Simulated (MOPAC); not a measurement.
Input file for MOPAC: AM1 on FGeH3O (SMILES [OH][GeH2][F]), a point of a torsion scan.

```
AM1 1SCF PRECISE CHARGE=0 THREADS=1
FGeH3O

O      1.22250931 1    -0.06398187 1    -0.47073905 1
Ge    -0.39248461 1    -0.11182862 1     0.11598807 1
F     -1.28028146 1     0.29961421 1    -1.30059538 1
H      1.94935580 1     0.16811325 1     0.10084384 1
H     -0.69590834 1     0.97823961 1     1.09953151 1
H     -0.81738089 1    -1.51026329 1     0.42759294 1
```

Program output:

```
*******************************************************************************
 **                                                                           **
 **                              MOPAC v23.2.5                                **
 **                                                                           **
 *******************************************************************************
 ** MOPAC's Digital Object Identifier: https://doi.org/10.5281/zenodo.6511958 **
 **                                                                           **
 ** Please cite the open-source release paper for use of this MOPAC version:  **
 ** J. E. Moussa and J. J. P. Stewart (2026)                                  **
 ** MOPAC: An open-source semiempirical molecular orbital program             **
 ** J. Open Source Softw., 11(119), 8025, https://doi.org/10.21105/joss.08025 **
 *******************************************************************************

                              AM1 CALCULATION RESULTS

 *******************************************************************************
 *  AM1        - The AM1 Hamiltonian to be used
 *
 *
 *
 *                 CHARGE ON SYSTEM = 0
 *
 *
 *
 *  PRECISE    - TIGHTER CRITERIA TO BE USED
 *  1SCF       - DO 1 SCF AND THEN STOP
 *  THREADS=1  - MULTI-THREADING NOT USED
 *  T=         - A TIME OF 172800.0 SECONDS REQUESTED
 *  DUMP=N     - RESTART FILE WRITTEN EVERY 7200.0 SECONDS REQUESTED
 *******************************************************************************
AM1 1SCF PRECISE CHARGE=0 THREADS=1
 FGeH3O

   ATOM   CHEMICAL          X               Y               Z
  NUMBER   SYMBOL      (ANGSTROMS)     (ANGSTROMS)     (ANGSTROMS)

     1       O          1.22250931  *  -0.06398187  *  -0.47073905  *
     2      Ge         -0.39248461  *  -0.11182862  *   0.11598807  *
     3       F         -1.28028146  *   0.29961421  *  -1.30059538  *
     4       H          1.94935580  *   0.16811325  *   0.10084384  *
     5       H         -0.69590834  *   0.97823961  *   1.09953151  *
     6       H         -0.81738089  *  -1.51026329  *   0.42759294  *



          CARTESIAN COORDINATES

    NO.       ATOM           X           Y           Z

     1         O          1.2225     -0.0640     -0.4707
     2        Ge         -0.3925     -0.1118      0.1160
     3         F         -1.2803      0.2996     -1.3006
     4         H          1.9494      0.1681      0.1008
     5         H         -0.6959      0.9782      1.0995
     6         H         -0.8174     -1.5103      0.4276

  H: (AM1): M.J.S. DEWAR ET AL, J. AM. CHEM. SOC. 107 3902-3909 (1985)
  O: (AM1): M.J.S. DEWAR ET AL, J. AM. CHEM. SOC. 107 3902-3909 (1985)
  F: (AM1): M.J.S. DEWAR AND E. G. ZOEBISCH, THEOCHEM, 180, 1 (1988).
 Ge: (AM1): M.J.S.Dewar and C.Jie, Organometallics, 8, 1544, (1989)

           Empirical Formula: H3 O Ge F  =     6 atoms



      MOLECULAR POINT GROUP   :   C1


      RHF CALCULATION, NO. OF DOUBLY OCCUPIED LEVELS = 10


 -------------------------------------------------------------------------------
 AM1 1SCF PRECISE CHARGE=0 THREADS=1
 FGeH3O



     1SCF WAS SPECIFIED, SO BFGS WAS NOT USED
     SCF FIELD WAS ACHIEVED


                              AM1 CALCULATION
                                                       MOPAC v23.2.5 Linux




          FINAL HEAT OF FORMATION =       -112.56438 KCAL/MOL =    -470.96939 KJ/MOL


          COSMO AREA              =         93.54 SQUARE ANGSTROMS
          COSMO VOLUME            =         79.29 CUBIC ANGSTROMS

          IONIZATION POTENTIAL    =         11.210945 EV
          HOMO LUMO ENERGIES (EV) =        -11.211  0.768
          NO. OF FILLED LEVELS    =         10
          MOLECULAR WEIGHT        =        110.6115         POINT GROUP:  C1

          MOLECULAR DIMENSIONS (Angstroms)

            Atom       Atom       Distance
            H     4    F     3     3.52305
            H     5    H     6     2.56461
            O     1    H     5     1.92810


          SCF CALCULATIONS        =          1





   ATOM   CHEMICAL          X               Y               Z
  NUMBER   SYMBOL      (ANGSTROMS)     (ANGSTROMS)     (ANGSTROMS)

     1       O          1.22250931  *  -0.06398187  *  -0.47073905  *
     2      Ge         -0.39248461  *  -0.11182862  *   0.11598807  *
     3       F         -1.28028146  *   0.29961421  *  -1.30059538  *
     4       H          1.94935580  *   0.16811325  *   0.10084384  *
     5       H         -0.69590834  *   0.97823961  *   1.09953151  *
     6       H         -0.81738089  *  -1.51026329  *   0.42759294  *

                             CARTESIAN COORDINATES

   1    O        1.222509310    -0.063981870    -0.470739050
   2   Ge       -0.392484610    -0.111828620     0.115988070
   3    F       -1.280281460     0.299614210    -1.300595380
   4    H        1.949355800     0.168113250     0.100843840
   5    H       -0.695908340     0.978239610     1.099531510
   6    H       -0.817380890    -1.510263290     0.427592940


           Empirical Formula: H3 O Ge F  =     6 atoms



      MOLECULAR POINT GROUP   :   C1


                  EIGENVALUES
 -46.11327 -35.84443 -18.02682 -15.24562 -14.83238 -14.68280 -13.78811 -12.90434
 -12.57442 -11.21094   0.76765   1.01949   1.27718   2.13832   5.81308


              NET ATOMIC CHARGES AND DIPOLE CONTRIBUTIONS

  ATOM NO.   TYPE          CHARGE      No. of ELECS.   s-Pop       p-Pop
    1          O          -0.673920        6.6739     1.84588     4.82804
    2         Ge           1.377873        2.6221     0.80263     1.81950
    3          F          -0.478377        7.4784     1.90937     5.56901
    4          H           0.237756        0.7622     0.76224
    5          H          -0.233976        1.2340     1.23398
    6          H          -0.229355        1.2294     1.22936
 DIPOLE           X         Y         Z       TOTAL
 POINT-CHG.     0.296    -0.465     3.688     3.729
 HYBRID         0.495     0.362    -0.263     0.668
 SUM            0.791    -0.103     3.426     3.517


          ATOMIC ORBITAL ELECTRON POPULATIONS

     Atom    s        px        py        pz
    1  O   1.84588   1.32865   1.91453   1.58486
    2 Ge   0.80263   0.54807   0.70781   0.56362
    3  F   1.90937   1.86441   1.94957   1.75503
    4  H   0.76224
    5  H   1.23398
    6  H   1.22936

 **********************
 *                    *
 * JOB ENDED NORMALLY *
 *                    *
 **********************




 == MOPAC DONE ==
```

The run finished.

Cost: roughly 0.020 core-seconds.
